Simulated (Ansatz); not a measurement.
`N[SiH2][InH2]` + H₂ → `[InH3]` + `N[SiH3]` at 298.15 K and 1 bar (hydrogenolysis of the In–Si bond).

Calculated with Ansatz (gas phase, PBE0-D4/def2-TZVP geometries, no zero-point term in ΔE). CCSD(T)/CBS is the MP2 limit (def2-TZVPP, def2-QZVPP) plus CCSD(T) − MP2 in def2-TZVPP, frozen cores. This one scheme is used for every species. def2 core potentials past Kr. For In outer-core shells are correlated without core-valence functions, which leaves a few kJ/mol of doubt a bond. One conformer a species, not always the lowest.

| species | CCSD(T)/CBS energy (Eh) | H − E (kJ/mol) | S (J/(mol·K)) |
| --- | --- | --- | --- |
| `N[SiH2][InH2]` | -537.19857 | 163.8 | 349.4 |
| H₂ | -1.17544 | 35.1 | 130.4 |
| `[InH3]` | -191.56739 | 54.8 | 229.0 |
| `N[SiH3]` | -346.80422 | 145.7 | 264.3 |

H − E and S are ideal-gas, rigid-rotor, harmonic terms from PBE0-D4/def2-TZVP, for one conformer and one mirror image of each species. The MP2-based limit puts H₂ 0.8 mEh under its directly extrapolated value; such offsets cancel only in part. 1 Eh = 2625.50 kJ/mol, R = 8.31446 J/(mol·K).

Task: By hand: ΔE, ΔH, ΔS and ΔG.

Result: ΔE = (-191.56739) + (-346.80422) − (-537.19857) − (-1.17544) = 0.00240 Eh = 6.3 kJ/mol. Δ(H − E) = 54.8 + 145.7 − 163.8 − 35.1 = 1.6, so ΔH = 7.9 kJ/mol. ΔS = 229.0 + 264.3 − 349.4 − 130.4 = 13.5 J/(mol·K). ΔG = 7.9 − 298.15 × (13.5)/1000 = 3.9 kJ/mol.

Task: By hand: the equilibrium constant, and the temperature at which ΔG would vanish if ΔH and ΔS stayed fixed.

Result: log₁₀ K = −ΔG/(RT ln 10) = -0.7. ΔG = 0 at ΔH/ΔS = 585 K, though so small a ΔH makes that figure unsure.

TΔS isn't small against ΔH here. The sign of ΔG lies within the doubt. A doubt of 5 kJ/mol in ΔE shifts log₁₀ K by 0.9 here. Other conformers and mirror images would add mixing entropy, several J/(mol·K) or more a flexible species. These are equilibria of isolated gas molecules and say nothing of rates. Largest T1 diagnostic: 0.014 (customary marks: 0.02 for closed shells, 0.045 for open ones).
